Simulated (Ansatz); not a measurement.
Ansatz (a program for electronic structure) input (B3LYP-D3(BJ)/def2-TZVP):

Ansatz 0.2 input:
```yaml
crystal:
  periodic: [false, false, false]
  atoms:
    - {symbol: Re, position_ang: [-0.00849524, -0.01066126, -0.00116979]}
    - {symbol: O, position_ang: [-1.12253547, -1.22078831, -0.11020431]}
    - {symbol: O, position_ang: [-0.12454808, 1.31346261, -0.97588889]}
    - {symbol: O, position_ang: [1.22897337, -0.12148728, 1.08201258]}
basis:
  gaussian:
    orbitals: def2-TZVP
hamiltonian:
  xc: b3lyp
  dispersion: d3bj
total_charge: 1
relax: {f_tol: 0.002, max_steps: 150}
```

Output:

```
Functional definition: B3LYP
integrals: 0.05 GiB planned
830 factors; their error is unknown
mean field: 0.45 GiB planned
mean field evaluation 1: about -8226.0973 eV, gradient 1.5e2 eV
mean field evaluation 2: about -7969.9394 eV, gradient 3.7e2 eV
mean field evaluation 4: about -8263.4524 eV, gradient 2.3e1 eV
mean field evaluation 8: about -8264.4240 eV, gradient 6.5e-2 eV
mean field evaluation 16: about -8264.4423 eV, gradient 1.0e-4 eV
mean field -8264.44226859 eV, -303.7126515306 hartree, gradient 2.4e-5 eV, S^2 0.000000; 0 other end points of the search recorded, 0 dependent functions left out
the calculation of the forces begins
reference -8264.44247097 eV, -303.7126589678 hartree; 19, 19 occupied and 114, 114 virtual orbitals, 830 factors
relax step   1: F+E_penalty+E_count = -8264.58523289 eV  Δ(F+E_penalty+E_count) = +0.000e0 eV  max|allowed force component| = 2.734e0 eV/Å  Δτ_max = 0.0000 Å  (32 SCF iters, accepted)
these checks for a lower state are left out or cut short: starts, cluster_reference, orbital_swaps, neighbouring_geometries, increment
integrals: 0.05 GiB planned
830 factors; their error is unknown
mean field: 0.45 GiB planned
mean field -8264.87421974 eV, -303.7285254423 hartree, gradient 1.1e-5 eV, S^2 0.000000; 0 other end points of the search recorded, 0 dependent functions left out
the calculation of the forces begins
reference -8264.87442371 eV, -303.7285329381 hartree; 19, 19 occupied and 114, 114 virtual orbitals, 830 factors
relax step   2: F+E_penalty+E_count = -8265.01564679 eV  Δ(F+E_penalty+E_count) = -4.304e-1 eV  max|allowed force component| = 1.424e0 eV/Å  Δτ_max = 0.1285 Å  (47 SCF iters, accepted)
these checks for a lower state are left out or cut short: starts, cluster_reference, orbital_swaps, neighbouring_geometries, increment
integrals: 0.05 GiB planned
830 factors; their error is unknown
mean field: 0.44 GiB planned
mean field evaluation 32: about -8265.2230 eV, gradient 1.8e-1 eV
mean field -8265.22323815 eV, -303.7413516324 hartree, gradient 1.5e-5 eV, S^2 0.000000; 0 other end points of the search recorded, 0 dependent functions left out
the calculation of the forces begins
reference -8265.22344424 eV, -303.7413592060 hartree; 19, 19 occupied and 114, 114 virtual orbitals, 830 factors
relax step   3: F+E_penalty+E_count = -8265.36439784 eV  Δ(F+E_penalty+E_count) = -3.488e-1 eV  max|allowed force component| = 2.823e0 eV/Å  Δτ_max = 0.1966 Å  (43 SCF iters, accepted)
these checks for a lower state are left out or cut short: starts, cluster_reference, orbital_swaps, neighbouring_geometries, increment
integrals: 0.05 GiB planned
830 factors; their error is unknown
mean field: 0.45 GiB planned
mean field -8265.77513431 eV, -303.7616334425 hartree, gradient 1.8e-5 eV, S^2 0.000000; 0 other end points of the search recorded, 0 dependent functions left out
the calculation of the forces begins
reference -8265.77533874 eV, -303.7616409549 hartree; 19, 19 occupied and 114, 114 virtual orbitals, 830 factors
relax step   4: F+E_penalty+E_count = -8265.91982502 eV  Δ(F+E_penalty+E_count) = -5.554e-1 eV  max|allowed force component| = 2.567e0 eV/Å  Δτ_max = 0.1947 Å  (44 SCF iters, accepted)
these checks for a lower state are left out or cut short: starts, cluster_reference, orbital_swaps, neighbouring_geometries, increment
integrals: 0.05 GiB planned
830 factors; their error is unknown
mean field: 0.45 GiB planned
mean field -8265.98097012 eV, -303.7691977689 hartree, gradient 1.1e-5 eV, S^2 0.000000; 0 other end points of the search recorded, 0 dependent functions left out
the calculation of the forces begins
reference -8265.98117425 eV, -303.7692052704 hartree; 19, 19 occupied and 114, 114 virtual orbitals, 830 factors
relax step   5: F+E_penalty+E_count = -8266.12663877 eV  Δ(F+E_penalty+E_count) = -2.068e-1 eV  max|allowed force component| = 2.847e-2 eV/Å  Δτ_max = 0.0356 Å  (40 SCF iters, accepted)
these checks for a lower state are left out or cut short: starts, cluster_reference, orbital_swaps, neighbouring_geometries, increment
integrals: 0.05 GiB planned
830 factors; their error is unknown
mean field: 0.45 GiB planned
mean field -8265.98082270 eV, -303.7691923513 hartree, gradient 1.7e-5 eV, S^2 0.000000; 0 other end points of the search recorded, 0 dependent functions left out
the calculation of the forces begins
reference -8265.98102686 eV, -303.7691998540 hartree; 19, 19 occupied and 114, 114 virtual orbitals, 830 factors
relax step   6: F+E_penalty+E_count = -8266.12644690 eV  Δ(F+E_penalty+E_count) = +1.919e-4 eV  max|allowed force component| = 7.426e-2 eV/Å  Δτ_max = 0.0043 Å  (35 SCF iters, rejected (line search))
these checks for a lower state are left out or cut short: starts, cluster_reference, orbital_swaps, neighbouring_geometries, increment
integrals: 0.05 GiB planned
830 factors; their error is unknown
mean field: 0.45 GiB planned
mean field evaluation 64: about -8265.9810 eV, gradient 2.6e-5 eV
mean field -8265.98099477 eV, -303.7691986745 hartree, gradient 2.7e-5 eV, S^2 0.000000; 0 other end points of the search recorded, 0 dependent functions left out
the calculation of the forces begins
reference -8265.98119890 eV, -303.7692061762 hartree; 19, 19 occupied and 114, 114 virtual orbitals, 830 factors
relax step   7: F+E_penalty+E_count = -8266.12665846 eV  Δ(F+E_penalty+E_count) = -1.969e-5 eV  max|allowed force component| = 1.014e-3 eV/Å  Δτ_max = 0.0009 Å  (37 SCF iters, accepted)
integrals: 0.05 GiB planned
830 factors; their error is unknown
mean field: 0.45 GiB planned
mean field -8265.98099477 eV, -303.7691986745 hartree, gradient 2.9e-5 eV, S^2 0.000000; 1 other end points of the search recorded, 0 dependent functions left out
the calculation of the forces begins
reference -8265.98119890 eV, -303.7692061762 hartree; 19, 19 occupied and 114, 114 virtual orbitals, 830 factors
Total energy: -8266.12686259 eV, -303.7745592183 hartree
Atom 0 at    -0.282813     0.214196     0.336531 Å, force     0.000606    -0.000793    -0.001014 eV/Å
Atom 1 at    -0.964440    -1.223347    -0.216853 Å, force     0.000231     0.000806     0.000430 eV/Å
Atom 2 at    -0.028222     1.161228    -1.033026 Å, force    -0.000140    -0.000304     0.000733 eV/Å
Atom 3 at     1.248870    -0.191550     0.908097 Å, force    -0.000697     0.000291    -0.000149 eV/Å
Dipole moment:    -0.505315     0.409983     0.618174 e Å
```
